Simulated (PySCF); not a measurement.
These are PBE-D3(BJ)/def2-TZVP // PBE0-D4/def2-TZVP (PySCF) values and carry that method's errors. Isolated molecules, 0 K electronic values unless said otherwise. 

Reference species (SMILES): `[CH2]C#N` (neutral, multiplicity 2).

| Property | Result |
|---|---|
| highest occupied spin orbital | -6.39 eV |

Changed species: `[CH2][GeH3]` (radical fragment; the reference has radical fragment).

Task: Predict the effect on the highest occupied spin orbital.

Result: the highest occupied spin orbital rises by 0.89 eV, to -5.50 eV.
